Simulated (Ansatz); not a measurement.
The cluster Mn₃⁻. Total charge -1; multiplicity 13. Geometry PBE0-D4/def2-TZVP, that of the neutral multiplicity 12; atoms count from 1.

Cartesian coordinates in Å:
```
Mn 0.022 0.935 1.111
Mn -0.185 0.488 -1.356
Mn 0.162 -1.423 0.245
```

The charge -1 multiplicity 13 is spin-contaminated (final ⟨S²⟩ up to 43.63, 42.00 for a pure state). The structure comes from a short search, and lower isomers may exist.

Estimate the Mulliken populations from the PBE0/def2-TZVPD orbitals of Ansatz.


```tsv
atom	charge (e)	spin (α − β)	d electrons
Mn1	-0.34	3.79	5.50
Mn2	-0.32	4.42	5.45
Mn3	-0.34	3.79	5.50
```
Mulliken values and Mayer orders depend strongly on the basis. With diffuse functions, as here, like atoms can get unlike values, and bond orders can come out too low or too high.

Where does the spin sit?

Summed by element: Mn 12.00, of 12 unpaired in all. Largest on single atoms: Mn2 4.42, Mn3 3.79, Mn1 3.79.

And the Mayer bond orders between bonded heavy atoms (over 0.3)?

Mn1–Mn2 1.20 (2.52 Å); Mn1–Mn3 1.35 (2.52 Å); Mn2–Mn3 1.20 (2.52 Å).
